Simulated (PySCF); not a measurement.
Below is a simulated gas-phase Si 2p photoelectron spectrum of `C1CCC1[Si]([SiH3])([SiH3])[SiH3]`.

Every computed line was given a Gaussian of 0.6 eV full width at half maximum and an area set by the number of equivalent atoms (split 2:1 within a doublet); the highest printed point is 100. Computed with delta-SCF UKS SCAN, pcX-2 on the ionised atom, pcseg-1 elsewhere, spin-free X2C (PySCF).

(binding energy (eV), intensity): (104.7, 0), (104.8, 0), (104.9, 1), (105.0, 2), (105.1, 5), (105.2, 10), (105.3, 17), (105.4, 24), (105.5, 30), (105.6, 35), (105.7, 40), (105.8, 50), (105.9, 65), (106.0, 82), (106.1, 96), (106.2, 100), (106.3, 92), (106.4, 78), (106.5, 64), (106.6, 55), (106.7, 50), (106.8, 46), (106.9, 40), (107.0, 31), (107.1, 21), (107.2, 12), (107.3, 6), (107.4, 3), (107.5, 1), (107.6, 0)

Question: How many maxima does the curve show, and how many computed lines lie under it?

Answer: The curve has 1 maximum (at 106.2 eV). Under it lie 4 lines from 2 inequivalent silicon sites, each drawn as a 2p3/2, 2p1/2 pair. At this width some lines have no maximum of their own.

Question: Decompose the envelope and assign each component. Numbering: `[SiH3:1][Si:2]([SiH3:3])([SiH3:4])[CH:5]1[CH2:6][CH2:7][CH2:8]1`.

Answer: 
| position (eV) | relative area | line | atoms | environment |
| --- | --- | --- | --- | --- |
| 105.56 | 0.67 | Si 2p3/2 | Si2 | four-coordinate silicon |
| 106.18 | 2.00 | Si 2p3/2 | Si1/Si3/Si4 | SiH3 silicon |
| 106.18 | 0.33 | Si 2p1/2 | Si2 | four-coordinate silicon |
| 106.80 | 1.00 | Si 2p1/2 | Si1/Si3/Si4 | SiH3 silicon |

Question: What are the centre and the root-mean-square width of the whole band?

Answer: The area-weighted mean of the lines is 106.23 eV. Their own spread about it is 0.40 eV (rms) and each Gaussian has σ = 0.6/2.355 = 0.25 eV; the variances add, which gives 0.47 eV.

The listed Si 2p3/2 values span 0.62 eV, from Si2 (bonded to C and 3 Si) to Si1/Si3/Si4 (bonded to 3 H and Si). Summing the Pauling electronegativity differences to the bonded atoms, each weighted by its formal bond order, gives +0.65 for the lowest site and +0.90 for the highest.

The curve has no shake-up lines and no vibrational structure. Topologically equivalent atoms share the value of their first member; where this conformer doesn't relate them by symmetry, their own values could differ. 2p3/2 and 2p1/2 are the ΔSCF energy of one spin-free 2p hole plus the eigenvalues of a spin–orbit and ligand-field matrix of the shell. 2p1/2 minus 2p3/2 (ligand field included): Si 0.62 eV. The structure is a single PBE0-D3(BJ)/def2-SVP conformer in the gas phase; no vibrational or solvent corrections.

Shape of the structure used: `[SiH3:1][Si:2]([SiH3:3])([SiH3:4])[CH:5]1[CH2:6][CH2:7][CH2:8]1`: Si1–Si2–C5–C6 50°.
